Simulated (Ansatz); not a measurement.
A made-up structure of GeSiH$_{4}$O, singlet:

O1  (1.704, -0.579, 0.304)
Si2  (-0.764, -1.138, 0.006)
Ge3  (0.549, 0.854, 0.032)
H4  (-0.558, -1.994, -1.203)
H5  (0.206, 1.687, -1.213)
H6  (0.266, 1.653, 1.306)
H7  (2.035, 0.465, -0.040)
(Å)

It is relaxed with PBE-D4/def2-SVP and then PBE0-D4/def2-TZVP (Ansatz 0.2.0). Atoms count as bonded within 1.22 times the sum of their covalent radii (H–H: 0.88 Å). The end point is not checked to be a true minimum.

Problem. Does its bonding change? (A judgement: the text doesn't fix the answer.)

Solution. By the calculation: Yes. Formed: O1–Si2; broken: Ge3–H7.

Where it ends: The first stage lowers the energy by 3.76 eV in 12 steps. It ends as GeSiH₄O ([OH]1[SiH][GeH2]1):
```
7
angstrom
O 1.3676 -0.3621 0.3477
Si -0.2229 -1.3984 0.2791
Ge -0.0931 0.9720 0.0973
H -0.1926 -1.4687 -1.2511
H 0.4521 1.7070 -1.1544
H 0.1774 1.9181 1.2906
H 1.9491 -0.4204 -0.4171
```

Labels in which every atom is bracketed show which atoms are joined, not bond orders.

For scale, one of the runs: PBE0-D4/def2-TZVP relaxation, 140 basis functions, launched by `ansatz run in.yaml --threads 2 --pin off --events-out ev --progress --plain --max-ram 4352MiB`. The run took about 30 s on 2 CPU threads of an Arm Neoverse V1 (shared host).
